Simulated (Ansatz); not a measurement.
One change: `O[SiH2]C#[C][GeH3]` becomes `O[SiH2]C#[C][GeH2][OH]`.

Ansatz, PBE0-D4/def2-TZVP geometries, multiplicity 1. Each molecule was computed in one conformer, which needn't be the lowest.

Scalar relativity is left out up to krypton.

```
                               property  `O[SiH2]C#[C][GeH3]`
      HOMO energy (PBE/def2-TZVPP) / eV                 -6.87
  LUMO energy (ωB97M-V/def2-TZVPP) / eV                  1.09
    LUMO energy (B3LYP/def2-TZVPP) / eV                 -1.01
  HOMO energy (ωB97M-V/def2-TZVPP) / eV                -10.28
HOMO–LUMO gap (ωB97M-V/def2-TZVPP) / eV                 11.36
    HOMO–LUMO gap (PBE/def2-TZVPP) / eV                  5.18
```

Question: Give the same properties after the change, and the shifts. (Best estimate.)

Answer: Computed: 
```
                               property  `O[SiH2]C#[C][GeH2][OH]`  shift
      HOMO energy (PBE/def2-TZVPP) / eV                     -6.97  -0.10
  LUMO energy (ωB97M-V/def2-TZVPP) / eV                      0.86  -0.23
    LUMO energy (B3LYP/def2-TZVPP) / eV                     -1.24  -0.23
  HOMO energy (ωB97M-V/def2-TZVPP) / eV                    -10.44  -0.16
HOMO–LUMO gap (ωB97M-V/def2-TZVPP) / eV                     11.30  -0.06
    HOMO–LUMO gap (PBE/def2-TZVPP) / eV                      5.05  -0.13
```

With PBE0 the HOMO falls by 0.15 eV and the LUMO falls by 0.24 eV, so the gap narrows by about 0.09 eV. PBE moves the HOMO by -0.10 eV and ωB97M-V by -0.16 eV.

B3LYP here is the variant with VWN-RPA as its local correlation; programs differ in this.
